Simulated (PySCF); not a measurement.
Computed Raman spectrum (relative Raman activity) of a molecule C3H3F3. Geometry: r2SCAN-D4/def2-SVP. The values are those of a single conformer. Computed with r2SCAN-D4/def2-SVP run with PySCF. Frequencies are harmonic and unscaled.

Lines under 2 % of the strongest are left out, and lines within 2 cm⁻¹ are merged.

ν (cm⁻¹): 742 (w), 840 (w), 884 (w), 1005 (w), 1058 (w), 1115 (vw), 1191 (vw), 1333 (w), 1368 (w), 1524 (vw), 3136 (vs), 3161 (vs), 3252 (s) (against the strongest line: vs over 80 %, s over 45 %, m over 15 %, w over 4 %, vw less)

Identify the compound among the candidates.
(A) F[C@H]1CC1(F)F
(B) C=CC(F)(F)F
(C) F[C@H]1[C@H](F)[C@H]1F
(D) CC(F)=C(F)F

A, F[C@H]1CC1(F)F
